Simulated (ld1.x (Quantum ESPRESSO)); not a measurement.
# phosphorus, ultrasoft: configuration errors across variants

* Element: P (Z = 15)
* Generator: ld1.x (Quantum ESPRESSO) 7.5
* Type: ultrasoft
* Functional: LDA (PZ)
* Relativity: scalar-relativistic
* Frozen core: [Ne]
* Valence charge: 5
* Reference configuration: 3s2 3p3
* Partial waves: 3s (bound): rcut 1.20, rcutus 1.35 bohr; 3s channel at -0.05 Ry: rcut 1.20, rcutus 1.35 bohr; 3p (bound): rcut 1.50, rcutus 1.90 bohr; 3p channel at -0.05 Ry: rcut 1.50, rcutus 1.90 bohr
* Local potential: all-electron potential smoothed inside 1.80 bohr (lloc = -2)
* Core correction: Bessel-smoothed model core, default radius (core density twice the valence density)
* Augmentation charge: built from norm-conserving waves at rcut, not smoothed further

All-electron excitation energies from the reference (eV): (1) 3s2 3p2 9.821; (2) 3s2 3p1 29.070; (3) 3s2 3p0 58.965; (4) 3s1 3p4 8.496; (5) 3s1 3p0 111.154; (6) 3s1 3p3 18.893; (7) 3s2 3p3.3 -1.336; (8) 3s2 3p3 spin -1.510; (9) 3s2 3p2 spin 8.978.

Spin tests fill each open shell by Hund’s rule, majority spin first.

A true bound ghost makes a file unfit for plane-wave use even where its test errors are small: the radial tests pick states by their node count and pass the ghost by.

Errors AE − PS in meV (a dash: test not solved or not reliable):

| change | (1) | (2) | (3) | (4) | (5) | (6) | (7) | (8) | (9) | bound ghosts |
| --- | --- | --- | --- | --- | --- | --- | --- | --- | --- | --- |
| base | +0.8 | +11 | +50 | -2.7 | +106 | -2.7 | +0.1 | +13 | +8.9 | none |
| waves 3p (bound): rcut 1.14, rcutus 1.20 bohr; 3p channel at -0.05 Ry: rcut 1.14, rcutus 1.20 bohr | -0.1 | +2.5 | +14 | +0.6 | +32 | +0.2 | +0.1 | -2.6 | -2.0 | p |
| waves 3p (bound): rcut 1.50, rcutus 1.58 bohr; 3p channel at -0.05 Ry: rcut 1.50, rcutus 1.58 bohr | +0.8 | +11 | +50 | -2.7 | +106 | -2.8 | +0.1 | +13 | +8.8 | none |
| waves 3p (bound): rcut 1.50, rcutus 1.82 bohr; 3p channel at -0.05 Ry: rcut 1.50, rcutus 1.82 bohr | +0.8 | +11 | +50 | -2.7 | +106 | -2.7 | +0.1 | +13 | +8.9 | none |
| waves 3p (bound): rcut 1.50, rcutus 2.34 bohr; 3p channel at -0.05 Ry: rcut 1.50, rcutus 2.34 bohr | +0.9 | +11 | +50 | -2.6 | +106 | -2.4 | +0.1 | +13 | +8.9 | none |
| waves 3p (bound): rcut 1.50, rcutus 2.54 bohr; 3p channel at -0.05 Ry: rcut 1.50, rcutus 2.54 bohr | +0.9 | +11 | +50 | -2.6 | +106 | -2.4 | +0.1 | +13 | +8.8 | none |
| waves 3p (bound): rcut 1.50, rcutus 2.78 bohr; 3p channel at -0.05 Ry: rcut 1.50, rcutus 2.78 bohr | +0.8 | +11 | +50 | -2.7 | +106 | -2.7 | +0.1 | +13 | +8.8 | none |

**Question.** Give the same row for: waves 3p (bound): rcut 1.50, rcutus 2.06 bohr; 3p channel at -0.05 Ry: rcut 1.50, rcutus 2.06 bohr.

**Answer.** +0.8, +11, +50, -2.6, +106, -2.6, +0.1, +13, +8.9; bound ghosts: none.
